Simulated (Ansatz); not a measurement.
The inner images of a band of FH + GaH3O2S (9 atoms, charge 0, multiplicity 1) are given out of order.

Theory: RKS BHLYP-D4/def2-SVP in Ansatz.

First end point:

```xyz
9
Properties=species:S:1:pos:R:3
Ga 0.355 -0.119 0.216
S 0.375 1.438 -1.393
O -0.104 0.473 1.815
O 1.146 -1.691 0.053
H -1.578 0.145 -1.230
F -1.675 -0.580 -0.647
H 0.004 2.411 -0.544
H -0.042 -0.160 2.526
H 1.518 -1.918 -0.795
```

Last end point:

```xyz
9
Properties=species:S:1:pos:R:3
Ga -0.024 -0.586 0.254
S 0.070 1.468 -1.323
O -0.199 0.448 1.689
O 1.424 -1.585 0.045
H -1.197 1.221 -1.696
F -1.500 -1.125 -0.533
H -0.284 2.228 -0.272
H 0.357 0.220 2.430
H 1.352 -2.290 -0.594
```

Q: Put them in order from the first end to the last, with their energies above the first end.
A.
```xyz
9
Properties=species:S:1:pos:R:3
Ga 0.291 -0.193 0.236
S 0.245 1.486 -1.355
O -0.137 0.456 1.820
O 1.257 -1.661 0.055
H -1.196 0.285 -1.285
F -1.490 -0.528 -0.782
H -0.339 2.343 -0.502
H 0.134 -0.049 2.582
H 1.233 -2.140 -0.768
```
B.
```xyz
9
Properties=species:S:1:pos:R:3
Ga 0.364 -0.120 0.231
S 0.335 1.504 -1.338
O -0.105 0.473 1.826
O 1.216 -1.659 0.072
H -1.349 0.184 -1.311
F -1.555 -0.569 -0.773
H -0.258 2.367 -0.496
H 0.091 -0.095 2.567
H 1.260 -2.086 -0.779
```
C.
```xyz
9
Properties=species:S:1:pos:R:3
Ga 0.102 -0.394 0.282
S 0.120 1.463 -1.402
O -0.121 0.467 1.810
O 1.333 -1.636 0.034
H -1.004 0.653 -1.430
F -1.443 -0.708 -0.615
H -0.388 2.328 -0.509
H 0.160 -0.011 2.587
H 1.240 -2.161 -0.757
```
D.
```xyz
9
Properties=species:S:1:pos:R:3
Ga 0.046 -0.481 0.305
S 0.127 1.472 -1.368
O -0.116 0.459 1.798
O 1.378 -1.610 0.020
H -1.045 0.851 -1.603
F -1.468 -0.863 -0.538
H -0.398 2.323 -0.473
H 0.218 0.039 2.586
H 1.258 -2.190 -0.728
```
E.
```xyz
9
Properties=species:S:1:pos:R:3
Ga 0.005 -0.539 0.293
S 0.109 1.474 -1.327
O -0.152 0.443 1.763
O 1.404 -1.592 0.023
H -1.102 1.053 -1.725
F -1.493 -1.002 -0.511
H -0.380 2.288 -0.378
H 0.311 0.117 2.530
H 1.297 -2.242 -0.667
```
F.
```xyz
9
Properties=species:S:1:pos:R:3
Ga 0.374 -0.105 0.227
S 0.368 1.480 -1.361
O -0.086 0.484 1.827
O 1.176 -1.671 0.073
H -1.480 0.142 -1.287
F -1.619 -0.589 -0.716
H -0.121 2.399 -0.512
H 0.018 -0.135 2.546
H 1.369 -2.005 -0.797
```
G.
```xyz
9
Properties=species:S:1:pos:R:3
Ga 0.196 -0.285 0.251
S 0.152 1.459 -1.386
O -0.139 0.459 1.817
O 1.288 -1.655 0.046
H -1.062 0.437 -1.309
F -1.445 -0.563 -0.730
H -0.365 2.334 -0.508
H 0.140 -0.034 2.584
H 1.235 -2.152 -0.765
```

A: F (+0.2 kcal/mol), B (+0.9 kcal/mol), A (+4.0 kcal/mol), G (+9.0 kcal/mol), C (+1.9 kcal/mol), D (-2.6 kcal/mol), E (-4.0 kcal/mol).

Run time: 5.7 min on 2 threads of Arm Neoverse V1, with other jobs on the host, peak memory 0.29 GiB.
